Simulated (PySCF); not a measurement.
CH6GeO4, singlet, at a GFN2-xTB geometry, atoms displaced at random by about 0.08 Å a coordinate; PBE0/STO-3G, gradient (PySCF).

Input for PySCF:
```python
from pyscf import gto, scf, dft

mol = gto.M(
    atom='''
C     2.425476   -0.389056   -0.021199
O     1.264327    0.408794    0.125266
Ge   -0.327257    0.033176   -0.004131
O    -0.894173   -0.897722    1.383516
O    -1.055406    1.695422    0.020382
O    -0.649402   -0.946841   -1.398937
H     2.178146   -1.196176   -0.953692
H     2.558653   -1.239735    0.724483
H     3.342423    0.121112   -0.232112
H    -1.022047   -0.255583    2.146281
H    -0.763675    2.112633   -0.547646
H    -1.247147   -1.362566   -1.352647
''',
    basis='sto-3g',
    charge=0,
    spin=0,
    verbose=4,
)

mf = dft.RKS(mol)
mf.xc = 'pbe0'
mf.conv_tol = 1e-6
mf.kernel()
g = mf.nuc_grad_method()
grad = g.kernel()
```

Write the output that PySCF gives for this input, abridged.


```
PySCF version 2.14.0

[INPUT] verbose = 4
[INPUT] num. atoms = 12
[INPUT] num. electrons = 76
[INPUT] charge = 0
[INPUT] spin (= nelec alpha-beta = 2S) = 0
[INPUT] symmetry False subgroup None
[INPUT] Mole.unit = angstrom
[INPUT] Symbol           X                Y                Z      unit          X                Y                Z       unit  Magmom
[INPUT]  1 C      2.425476000000  -0.389056000000  -0.021199000000 AA    4.583485361706  -0.735209287119  -0.040060304115 Bohr   0.0
[INPUT]  2 O      1.264327000000   0.408794000000   0.125266000000 AA    2.389231761893   0.772508701365   0.236718432720 Bohr   0.0
[INPUT]  3 Ge    -0.327257000000   0.033176000000  -0.004131000000 AA   -0.618426102347   0.062693553909  -0.007806458621 Bohr   0.0
[INPUT]  4 O     -0.894173000000  -0.897722000000   1.383516000000 AA   -1.689742077981  -1.696448715997   2.614466328954 Bohr   0.0
[INPUT]  5 O     -1.055406000000   1.695422000000   0.020382000000 AA   -1.994428290223   3.203883245562   0.038516397871 Bohr   0.0
[INPUT]  6 O     -0.649402000000  -0.946841000000  -1.398937000000 AA   -1.227191924745  -1.789270173509  -2.643607795521 Bohr   0.0
[INPUT]  7 H      2.178146000000  -1.196176000000  -0.953692000000 AA    4.116099399317  -2.260445036778  -1.802216687189 Bohr   0.0
[INPUT]  8 H      2.558653000000  -1.239735000000   0.724483000000 AA    4.835153417797  -2.342759617038   1.369074451903 Bohr   0.0
[INPUT]  9 H      3.342423000000   0.121112000000  -0.232112000000 AA    6.316264062447   0.228868510398  -0.438628110225 Bohr   0.0
[INPUT] 10 H     -1.022047000000  -0.255583000000   2.146281000000 AA   -1.931388916433  -0.482981872095   4.055883276358 Bohr   0.0
[INPUT] 11 H     -0.763675000000   2.112633000000  -0.547646000000 AA   -1.443136598177   3.992297771718  -1.034900953214 Bohr   0.0
[INPUT] 12 H     -1.247147000000  -1.362566000000  -1.352647000000 AA   -2.356766267073  -2.574876566644  -2.556132373215 Bohr   0.0

nuclear repulsion = 553.600902311733
number of shells = 29
number of NR pGTOs = 147
number of NR cGTOs = 49
basis = sto-3g
ecp = {}

******** <class 'pyscf.dft.rks.RKS'> ********
method = RKS
initial guess = minao
damping factor = 0
level_shift factor = 0
DIIS = <class 'pyscf.scf.diis.CDIIS'>
diis_start_cycle = 1
diis_space = 8
diis_damp = 0
SCF conv_tol = 1e-06
SCF conv_tol_grad = None
SCF max_cycles = 50
direct_scf = True
direct_scf_tol = 1e-13
XC library pyscf.dft.libxc version 7.1.2
    S. Lehtola, C. Steigemann, M. J. T. Oliveira, and M. A. L. Marques,  SoftwareX 7, 1–5 (2018)
XC functionals = pbe0
    C. Adamo and V. Barone,  J. Chem. Phys. 110, 6158 (1999)
    M. Ernzerhof and G. E. Scuseria,  J. Chem. Phys. 110, 5029 (1999)
radial grids:
    Treutler-Ahlrichs [JCP 102, 346 (1995); DOI:10.1063/1.469408] (M4) radial grids

becke partition: Becke, JCP 88, 2547 (1988); DOI:10.1063/1.454033
pruning grids: <function nwchem_prune>
grids dens level: 3
symmetrized grids: False
atomic radii adjust function: <function treutler_atomic_radii_adjust>
small_rho_cutoff = 0
Set gradient conv threshold to 0.001
Initial guess from minao.
tot grids = 149936
init E= -2389.10685187994
  HOMO = -0.465540143345746  LUMO = -0.27066670572382  gap/eV = 5.30278
cycle= 1 E= -2389.97039492978  delta_E= -0.864  |g|= 0.813  |ddm|= 4.27
  HOMO = -0.0172584975390122  LUMO = 0.26536089667738  gap/eV = 7.69047
cycle= 2 E= -2390.11413134341  delta_E= -0.144  |g|= 0.539  |ddm|=    2
  HOMO = -0.131141667546728  LUMO = 0.196580569943447  gap/eV = 8.91778
cycle= 3 E= -2390.2049676523  delta_E= -0.0908  |g|= 0.102  |ddm|= 0.863
  HOMO = -0.138176188972208  LUMO = 0.185542615392385  gap/eV = 8.80884
cycle= 4 E= -2390.20796730957  delta_E= -0.003  |g|= 0.0243  |ddm|= 0.172
  HOMO = -0.143017604534268  LUMO = 0.185625358755415  gap/eV = 8.94283
cycle= 5 E= -2390.20815460196  delta_E= -0.000187  |g|= 0.00468  |ddm|= 0.0445
  HOMO = -0.142027665345858  LUMO = 0.18623615562943  gap/eV = 8.93251
cycle= 6 E= -2390.20816174023  delta_E= -7.14e-06  |g|= 0.00162  |ddm|= 0.00939
  HOMO = -0.142161309563919  LUMO = 0.186212568084387  gap/eV = 8.93551
cycle= 7 E= -2390.20816262901  delta_E= -8.89e-07  |g|= 0.000324  |ddm|= 0.00293
  HOMO = -0.142159322097161  LUMO = 0.186154650882321  gap/eV = 8.93388
Extra cycle  E= -2390.20816262167  delta_E= 7.34e-09  |g|= 0.000363  |ddm|= 0.00102
converged SCF energy = -2390.20816262167

******** <class 'pyscf.grad.rks.Gradients'> for <class 'pyscf.dft.rks.RKS'> ********
unit = Eh/Bohr
grid_response = False
--------------- RKS gradients ---------------
         x                y                z
0 C     0.0711043748     0.1248695651     0.0607425049
1 O    -0.0289542656    -0.0237277990    -0.0101804835
2 Ge     0.0308365600    -0.0105710222     0.0095657794
3 O     0.0005622756     0.0012995367     0.0141545668
4 O     0.2055058924     0.3538358165    -0.4243913963
5 O    -0.5998371434    -0.4320145440     0.0219570580
6 H    -0.0272483177    -0.0551265027    -0.0372053252
7 H    -0.0041654751    -0.0324021786    -0.0102898719
8 H    -0.0216990090    -0.0207532955     0.0010308267
9 H     0.0003671006    -0.0072179652    -0.0028183712
10 H    -0.2195758539    -0.3103969704     0.4245627571
11 H     0.5930694644     0.4122271926    -0.0469838048
----------------------------------------------
```
